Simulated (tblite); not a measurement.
`CC#C[C@@H]1C[Si@@H](F)CC1=S`. The geometry is computed with GFN2-xTB (gas phase).

```
atom  x, y, z in Å
C1     3.3437    0.3174    0.7985
C2     2.0671   -0.0673    0.2388
C3     1.0181   -0.3838   -0.2479
C4    -0.2717   -0.7702   -0.7993
C5    -1.0368    0.4709   -1.3039
Si6   -1.8577    1.1951    0.2486
F7    -3.4359    1.4299   -0.0064
C8    -1.5722   -0.3721    1.2949
C9    -1.0679   -1.3847    0.3245
S10   -1.3692   -2.9723    0.4301
H11    4.1376   -0.2937    0.3703
H12    3.3339    0.1760    1.8790
H13    3.5473    1.3654    0.5804
H14   -0.1110   -1.5006   -1.5987
H15   -0.3556    1.1401   -1.8260
H16   -1.7950    0.1560   -2.0234
H17   -1.3650    2.4455    0.7921
H18   -2.4336   -0.7541    1.8409
H19   -0.7858   -0.1880    2.0305
```

**Question.** Which two atoms are farthest apart?

**Answer.** F7···H11, 7.78 Å; the next longest distance is 7.14 Å.

**Question.** Work out the bond lengths C1–H11, C5–H15, C5–H16, C8–H18, C9=S10 in pm.

**Answer.** For C1–H11 the difference vector is (0.7939, -0.6111, -0.4282) Å, of length 1.0895 Å. C1–H11 109.0; C5–H15 108.8; C5–H16 109.2; C8–H18 108.9; C9=S10 161.9 pm.

**Question.** Where is the centre of mass (commonest isotopes), and what is the radius of gyration?

**Answer.** Mass 172.018 u; centre at (-0.739, -0.338, 0.153) Å; Rg = √(Σ m r²/M) = 2.495 Å. As Ia + Ib + Ic = 2 Σ m r², the three principal moments sum to 2141.4 u·Å².

**Question.** What are the angles Si6–C5–H16, F7–Si6–H17, C8–Si6–H17, C5–Si6–F7, C4–C9–C8?

**Answer.** From the scalar product of the two bond vectors; for Si6–C5–H16 it is -0.7227 Å² over 1.8996 × 1.0917 Å², cos θ = -0.3485. Si6–C5–H16 110.4°; F7–Si6–H17 105.4°; C8–Si6–H17 116.9°; C5–Si6–F7 110.4°; C4–C9–C8 112.8°.

**Question.** What is the repulsion energy of the bare nuclei, Σ ZA·ZB/RAB?

**Answer.** 665.19 Eh over 171 pairs, with full nuclear charges and distances in bohr; the largest single term is 41.26 Eh (Si6 with F7).

**Question.** How far apart are these pairs, which share no bond: C1···H14, C2···C5, C2···Si6, C3···H17, F7···C9, H11···H14?

**Answer.** C1···H14 4.581 Å (4 bonds apart); C2···C5 3.508 Å (3 bonds apart); C2···Si6 4.123 Å (4 bonds apart); C3···H17 3.843 Å (4 bonds apart); F7···C9 3.693 Å (3 bonds apart); H11···H14 4.836 Å (5 bonds apart).

**Question.** Give the dihedral angles H17–Si6–C8–H18, Si6–C8–C9–C4, H15–C5–Si6–H17, C3–C4–C9–S10, H18–C8–C9–S10, H14–C4–C9–C8.

**Answer.** H17–Si6–C8–H18 103° (anticlinal); Si6–C8–C9–C4 31° (synclinal); H15–C5–Si6–H17 -12° (synperiplanar); C3–C4–C9–S10 -107° (anticlinal); H18–C8–C9–S10 -21° (synperiplanar); H14–C4–C9–C8 -167° (antiperiplanar). Dihedral signs follow IUPAC: positive where, seen along the central bond, the front bond turns clockwise onto the rear one.

**Question.** How far are the heavy atoms from their best plane (unweighted least squares)?

**Answer.** 0.693 Å rms; C1 0.62, C2 0.07, C3 0.41, C4 0.96, C5 1.27, Si6 0.39, F7 0.23, C8 1.22, C9 0.11, S10 0.02 Å (magnitudes).

**Question.** Write the matrix of distances between heavy atoms (Å, lower triangle).

**Answer.** 
```
C1    0.000
C2    1.446  0.000
C3    2.645  1.199  0.000
C4    4.100  2.654  1.455  0.000
C5    4.861  3.508  2.463  1.543  0.000
Si6   5.304  4.123  3.318  2.734  1.900  0.000
F7    6.917  5.708  4.815  3.935  2.891  1.616  0.000
C8    4.989  3.802  3.015  2.497  2.784  1.906  2.901  0.000
C9    4.752  3.402  2.383  1.508  2.469  2.699  3.693  1.490  0.000
S10   5.759  4.504  3.586  2.750  3.869  4.200  4.883  2.748  1.619  0.000
```

GFN2-xTB frequencies show an imaginary mode (29i cm⁻¹), so the point is no minimum at that level.
